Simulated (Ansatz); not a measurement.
`C=C(C)[TeH]` + H₂Se → H₂Te + `C=C(C)[SeH]`  (redistribution)

Gas-phase electronic energies from Ansatz, PBE0-D4/def2-TZVP geometries. CBS: MP2 limit from def2 TZ/QZ plus the TZ coupled-cluster correction, frozen cores. def2 core potentials past Kr. For Se, Te outer-core shells are correlated without core-valence functions, which leaves a few kJ/mol of doubt a bond. Scalar relativity is left out up to krypton. One conformer a species, not always the lowest.

```tsv
species	CCSD(T)/CBS(def2) energy (Eh)
`C=C(C)[TeH]`	-385.46385
H₂Se	-2401.89790
H₂Te	-268.91024
`C=C(C)[SeH]`	-2518.44838
```

(1) Work out ΔE.

Largest T1 diagnostic among the species: 0.011.

## Answers

(1) ΔE = (-268.91024) + (-2518.44838) − (-385.46385) − (-2401.89790) = 0.00313 Eh = +2.0 kcal/mol.

In def2-TZVPP, CCSD(T) changes the Hartree–Fock value by +1.0 kcal/mol (the triples alone add +0.3 kcal/mol) and MP2 by +1.6 kcal/mol.
